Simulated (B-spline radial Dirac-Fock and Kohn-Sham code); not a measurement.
# As³⁺ 3d5/2: cross section and angular parameters

System: the As³⁺ ion, [Ar] 3d10 4s2; threshold 86.30 eV (orbital energy of the model). The computed values come from an atomic code on a B-spline grid: Dirac-Hartree-Slater photoionisation with a Latter tail; cross sections with all multipoles, angular parameters from the dipole term and its interference with E2.

For linearly polarised light dσ/dΩ = σ/(4π) [1 + β P₂(cos θ) + (δ + γ cos²θ) sin θ cos φ], with θ from the polarisation vector and φ the angle between the beam and the projection of the electron momentum on the plane normal to the polarisation.

```
hν (eV)   σ (kb)      β      γ      δ
    200     2890  0.796  0.008  0.020
    238     2190  0.919  0.021  0.022
    277     1650  1.008  0.035  0.025
    309     1310  1.062  0.048  0.027
    315     1260  1.070  0.051  0.027
    340     1060  1.101  0.061  0.028
    357      949  1.119  0.069  0.029
    400      725  1.154  0.089  0.032
    423      632  1.169  0.100  0.033
    446      554  1.180  0.111  0.034
    600      251  1.215  0.186  0.042
    920     70.8  1.184  0.334  0.057
    960     62.0  1.177  0.351  0.059
   1000     54.5  1.169  0.368  0.061
   1030     49.6  1.163  0.380  0.063
   1150     34.8  1.137  0.426  0.069
 1253.6     26.3  1.115  0.462  0.074
 1486.9     14.8  1.063  0.537  0.087
   1500     14.4  1.061  0.540  0.087
   1590        ?      ?      ?      ?
   1760     8.31  1.006  0.610  0.101
   1860     6.85  0.987  0.633  0.106
 2984.4     1.23  0.808  0.827  0.166
  15000  0.00168  0.305  1.229  0.646
```

**Question.** Give the values at 1590 eV.

**Answer.** σ = 11.8 kb, β = 1.041, γ = 0.566, δ = 0.092.
